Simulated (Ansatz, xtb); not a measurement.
Relative energy of two structures of C2H2BeO

Structure X is `[BeH][CH]=C=O`, a singlet and structure Y is a singlet given by its coordinates. Both are isolated molecules in the gas phase, relaxed with BLYP-D3(BJ)/def2-SVP.

X (Å):

```yaml
atoms:
  - { symbol: C, position_ang: [0.5705, 0.5398, -1.5452] }
  - { symbol: C, position_ang: [-0.4174, -0.1606, -2.0916] }
  - { symbol: Be, position_ang: [-1.5022, -1.0365, -1.2107] }
  - { symbol: O, position_ang: [1.4266, 1.1420, -1.0086] }
  - { symbol: H, position_ang: [-2.3819, -1.7460, -0.5087] }
  - { symbol: H, position_ang: [-0.4791, -0.1271, -3.1954] }
```

Y (Å):

```yaml
atoms:
  - { symbol: C, position_ang: [-0.0019, 0.0085, -2.0689] }
  - { symbol: C, position_ang: [-0.0003, -0.0034, -0.8365] }
  - { symbol: Be, position_ang: [0.0018, -0.0189, 0.7947] }
  - { symbol: O, position_ang: [0.0037, -0.0617, 2.1917] }
  - { symbol: H, position_ang: [0.0021, 0.2936, 3.0841] }
  - { symbol: H, position_ang: [-0.0033, 0.0185, -3.1503] }
```

Close contacts (Å): C1–C2 1.23, C2–Be3 1.63, Be3–O4 1.40, C1–H6 1.08, O4–H5 0.96.

Task: Estimate E(Y) − E(X) at the level CCSD(T)/def2-TZVPP.

Result: Calculated at CCSD(T)/def2-TZVPP: E(Y) − E(X) = −1.258 eV, so structure Y lies lower.

Level by level:

```tsv
level	geometry	E(Y) − E(X) (eV)	departure from the last row (eV)	job, with rough time for the two
BLYP-D3(BJ)/def2-SVP	BLYP-D3(BJ)/def2-SVP	−0.899	+0.359	optimisation, 75 s
HF/def2-TZVPP	BLYP-D3(BJ)/def2-SVP	−1.200	+0.058	part of the CCSD(T) run
MP2/def2-TZVPP	BLYP-D3(BJ)/def2-SVP	−1.329	−0.071	part of the CCSD(T) run
CCSD(T)/def2-TZVPP	BLYP-D3(BJ)/def2-SVP	−1.258		single point, 1.7 min
```

None of the levels shown reverses the order. The largest departure from CCSD(T)/def2-TZVPP is that of BLYP-D3(BJ)/def2-SVP, 0.359 eV. Levels run at GFN2-xTB geometries aren't shown.

With harmonic frequencies from BLYP-D3(BJ)/def2-SVP (ideal gas, rigid rotor, one conformer each, 298.15 K, 1 atm): on the last row, ΔE + ΔZPE = −1.194, ΔH = −1.169, ΔG = −1.172 eV.

The correlated steps freeze 3 core orbitals; the last core shell of Be is correlated, in a basis made for valence electrons. Mirror images aren't counted in ΔG. Codes used: Ansatz 0.2.0; the last row on 1 thread of AMD EPYC (Zen 3) on a shared host.
